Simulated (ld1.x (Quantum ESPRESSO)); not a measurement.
## Reading a pseudo-wave (N)

Columns: radius, all-electron u(r) and pseudo u(r) of the 2p shell (level -7.09 eV) of nitrogen in the configuration [He] 2s2 2p3; PBE, scalar-relativistic, TM scheme, ld1.x (Quantum ESPRESSO) 7.5.

| r (bohr) | all-electron | pseudo |
| --- | --- | --- |
| 0.105 | 0.0789 | 0.0254 |
| 0.210 | 0.2285 | 0.0982 |
| 0.315 | 0.3812 | 0.2091 |
| 0.420 | 0.5121 | 0.3438 |
| 0.525 | 0.6146 | 0.4852 |
| 0.630 | 0.6901 | 0.6164 |
| 0.735 | 0.7406 | 0.7237 |
| 0.840 | 0.7693 | 0.7983 |
| 0.945 | 0.7804 | 0.8383 |
| 1.050 | 0.7778 | 0.8468 |
| 1.155 | 0.7648 | 0.8307 |
| 1.260 | 0.7443 | 0.7983 |
| 1.365 | 0.7186 | 0.7572 |
| 1.470 | 0.6893 | 0.7135 |
| 1.575 | 0.6578 | 0.6707 |
| 1.680 | 0.6252 | 0.6308 |
| 1.785 | 0.5922 | 0.5940 |
| 1.890 | 0.5594 | 0.5598 |
| 1.995 | 0.5273 | 0.5273 |
| 2.100 | 0.4960 | 0.4960 |
| 2.205 | 0.4658 | 0.4658 |
| 2.310 | 0.4369 | 0.4369 |
| 2.415 | 0.4094 | 0.4094 |
| 2.520 | 0.3832 | 0.3832 |
| 2.625 | 0.3584 | 0.3584 |
| 2.730 | 0.3350 | 0.3350 |

Question: How many radial nodes do the two functions have?

Answer: The all-electron 2p function has n − l − 1 = 0; the pseudo-wave has 0.

Question: At about which radius was the pseudo-wave matched?

Answer: 2.10 bohr. The columns agree to 0.0005 from 1.89 bohr on; several derivatives are matched, so the curves merge somewhat inside the radius.

Question: Is the pseudo-wave norm-conserving?

Answer: Yes: the TM scheme keeps the norm inside the radius equal to the all-electron one, which fixes the energy derivative of the logarithmic derivative at the level.
